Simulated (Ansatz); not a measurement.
Program: Ansatz. Geometries: PBE0-D4/def2-TZVP. ΔE: electronic, gas phase. CBS: MP2 limit from def2 TZ/QZ plus the TZ coupled-cluster correction, frozen cores. This one scheme is used for every species. Functionals use def2-TZVPP. B3LYP here is the variant with VWN-RPA as its local correlation; programs differ in this. Each species was taken in one conformer, which may not be the lowest.

`F[SiH2]OBS` + H₂ → `[SiH3]OBS` + H–F  (hydrogenolysis of the Si–F bond)

`F[SiH2]OBS`:

Z-matrix (Å, degrees):
```
Si
O 1 1.624
F 1 1.598 2 110.2
H 1 1.475 2 108.7 3 117.8
H 1 1.475 2 108.7 3 -117.8
B 2 1.353 1 147.3 3 0.2
S 6 1.800 2 125.3 1 0.0
H 6 1.195 2 119.1 1 180.0
H 7 1.345 6 98.3 2 -0.0
```

H₂:

```xyz
2

H    -0.348   -0.134   -0.010
H     0.348    0.134    0.010
```

`[SiH3]OBS`:

Cartesian coordinates in Å:
```
Si 1.249 0.149 -0.592
O -0.388 0.228 -0.740
B -1.527 0.047 -0.042
S -1.634 -0.466 1.688
H 1.796 1.511 -0.792
H 1.647 -0.353 0.750
H 1.756 -0.772 -1.635
H -2.579 0.232 -0.580
H -0.318 -0.576 1.943
```

H–F:

Cartesian coordinates in Å:
```
F 0.268 -0.355 0.118
H -0.268 0.355 -0.118
```

```
             level  ΔE (kJ/mol)  difference from CCSD(T)/CBS
            PBE-D4        126.8                         -5.9
         r2SCAN-D4        140.9                          8.2
           PBE0-D4        126.0                         -6.7
          B3LYP-D4        136.5                          3.8
           ωB97X-V        134.7                          2.0
           ωB97M-V        136.5                          3.8
            B2PLYP        136.5                          3.8
               PBE        125.4                         -7.3
            r2SCAN        140.5                          7.8
              PBE0        124.8                         -7.9
             B3LYP        134.2                          1.5
     HF/def2-TZVPP        135.2                          2.5
    MP2/def2-TZVPP        135.8                          3.1
SCS-MP2/def2-TZVPP        135.4                          2.7
   CCSD/def2-TZVPP        130.4                         -2.3
CCSD(T)/def2-TZVPP        131.3                         -1.4
     HF/def2-QZVPP        137.0                          4.3
    MP2/def2-QZVPP        137.3                          4.6
SCS-MP2/def2-QZVPP        136.8                          4.1
      HF/CBS(def2)        137.3                          4.6
     MP2/CBS(def2)        137.3                          4.6
    CCSD/CBS(def2)        131.9                         -0.8
       CCSD(T)/CBS        132.7                            0
```

Largest T1 diagnostic among the species: 0.013.
